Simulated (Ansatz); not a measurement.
`C[BH][Sb]([F])[F]` → B• + C• + 2 F• + 4 H• + Sb•  (atomization)

Isolated molecules relaxed with PBE0-D4/def2-TZVP in Ansatz; ΔE leaves out vibrations. CCSD(T)/CBS adds triple-zeta CCSD(T) − MP2 to the extrapolated MP2 energy (def2 sets, frozen cores). This one scheme is used for every species, atoms too. For atomizations the MP2-based limit and the directly extrapolated one differ by several kJ/mol either way, and by 10 to 25 for some Ge, Se and Sn compounds, so smaller differences from it don't rank the levels. Functionals use def2-TZVPP. B3LYP here is the variant with VWN-RPA as its local correlation; programs differ in this. No spin–orbit coupling; open shells (•) take unrestricted orbitals. Spin–orbit coupling would lower the free atoms: a little for B, C, F. def2 core potentials past Kr. For Sb outer-core shells are correlated without core-valence functions, so the limit isn't a true one: a few kJ/mol of doubt a bond, and 10 to 20 or more in all where bonds break to atoms. Each species was taken in one conformer, which may not be the lowest.

CCSD(T)/CBS gives +3126.7 kJ/mol.

**Question.** Another level gave +3138.5 kJ/mol. Which?
A. B97M-V/def2-TZVPP
B. ωB97X-V/def2-TZVPP
C. B3LYP-D4/def2-TZVPP
D. r2SCANh/def2-TZVPP

**Answer.** C. B3LYP-D4 3138.5, B97M-V 3164.7, r2SCANh 3099.9, ωB97X-V 3149.6 kJ/mol.

Largest T1 diagnostic among the species: 0.015.

In def2-TZVPP, CCSD(T) changes the Hartree–Fock value by +796.0 kJ/mol (the triples alone add +53.6 kJ/mol) and MP2 by +856.9 kJ/mol; breaking electron pairs costs correlation energy, which Hartree–Fock lacks. The D4 term adds +29.6 kJ/mol with B3LYP and +15.5 kJ/mol with PBE0; it sums over pairs of atoms, weighted by their polarisabilities, and B3LYP, whose exchange is more repulsive, gets the larger term. From BLYP to BHLYP (50 % exact exchange), in def2-TZVPP and without D4, ΔE moves by −131.3 kJ/mol: exact exchange takes away binding that semilocal exchange gives to molecules.
